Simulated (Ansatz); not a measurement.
Mulliken charges of `[CH3][Ge][F]` from PBE/def2-TZVPP in Ansatz (PBE0-D4/def2-TZVP geometry).

| atom | x (Å) | y (Å) | z (Å) | charge (e) |
| --- | --- | --- | --- | --- |
| C1 | -0.297 | 0.450 | -0.198 | -0.413 |
| Ge2 | 1.363 | -0.249 | 0.628 | 0.439 |
| F3 | 0.852 | -1.939 | 0.592 | -0.347 |
| H4 | -0.283 | 1.534 | -0.326 | 0.101 |
| H5 | -1.150 | 0.170 | 0.429 | 0.110 |
| H6 | -0.442 | -0.030 | -1.171 | 0.111 |

Q: By hand: the dipole of these point charges (1 e Å = 4.8032 D).

A: Σ q r = (0.221, 0.548, 0.036) e Å, of length 0.592 e Å = 2.84 D.

Q: How does the dipole of the full density compare? (An estimate is asked.)

A: Ansatz gave: (-0.035, 0.395, -0.061) e Å, 1.93 D; the point charges give 1.47 times that, at 30° from its direction.

Point charges leave out the atoms' own dipoles, such as those of lone pairs, and Mulliken's split depends on the basis, so the two needn't agree.
